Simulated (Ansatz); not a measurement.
Compare A (`F[SiH2][NH][AlH2]`) with its isomer B (`[NH2][Al]([F])[SiH3]`).

Computed with Ansatz on PBE0-D4/def2-TZVP structures; ΔE is electronic, products minus reactants. CCSD(T)/CBS is the MP2 limit (def2-TZVPP, def2-QZVPP) plus CCSD(T) − MP2 in def2-TZVPP, frozen cores. DFT in def2-TZVPP. Each species was taken in one conformer, which may not be the lowest.

Problem. Which is lower in electronic energy at CCSD(T)/CBS, and by how much? (Best estimate.)

Solution. Computed: A, by 2.0 kcal/mol.

Problem. Give E(B) − E(A) in kcal/mol with CCSD(T)/def2-SVP, ωB97M-V, CCSD(T)/def2-TZVPP, BLYP-D4, HF/def2-TZVPP, PBE-D4, B2PLYP. (An estimate is asked.)

Solution. The calculation gave: CCSD(T)/def2-SVP -1.0, ωB97M-V 3.8, CCSD(T)/def2-TZVPP 2.1, BLYP-D4 0.5, HF/def2-TZVPP 6.8, PBE-D4 -3.0, B2PLYP 2.3. The order is the other way round with CCSD(T)/def2-SVP, PBE-D4.

Problem. Does the order hold for the free energy at 298.15 K (harmonic terms from PBE0-D4)? (Best estimate.)

Solution. Computed: Yes: G(B) − G(A) = +2.8 kcal/mol, for one conformer each. Modes under 60 cm⁻¹, often nearly free rotors, make the harmonic entropy too high.

Largest T1 diagnostic: 0.013.

From r2SCAN to r2SCAN0 (25 % exact exchange), in def2-TZVPP and without D4, E(B) − E(A) moves by +1.0 kcal/mol. At CCSD(T), def2-SVP lies −3.0 kcal/mol from the extrapolated value and def2-TZVPP +0.0 kcal/mol.
